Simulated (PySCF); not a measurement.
Ga(3+) (gallium, charge +3): PBE0 calculation

Configuration: [Ar] 3d10, closed-shell 1S. Calculation: PySCF 2.14, in 6-31G* (5s4p3d, 32 functions); the non-relativistic Hamiltonian (point nucleus).

```
Total energy                                     : -1922.187 hartree
One-electron energy                              : -2645.611 hartree
Hartree (Coulomb) energy                         : 797.408 hartree
Exchange-correlation energy                      : -73.984 hartree
Kinetic energy                                   : 1919.74193 hartree
⟨S²⟩                                             : 0.0000
⟨L²⟩                                             : 0.000
Sum of ⟨r⟩                                       : 14.96 bohr
Sum of ⟨r²⟩                                      : 12.55 bohr²
Density at the nucleus (Gaussians lack the cusp) : 19200 bohr⁻³
Langevin diamagnetic susceptibility              : -9.94 ×10⁻⁶ cm³/mol
Time after the integrals                         : 0.47 s of wall time on 1 thread of Neoverse-N1 (shared host)
```

```
shell  electrons  mean orbital energy (eV)  rms radius, mean of both spins (bohr)
   1s          2                  -10180.9                                 0.0572
   2s          2                   -1287.0                                  0.240
   2p          6                   -1143.2                                  0.212
   3s          2                   -185.26                                  0.710
   3p          6                   -138.09                                  0.741
   3d         10                   -56.377                                  0.886
```
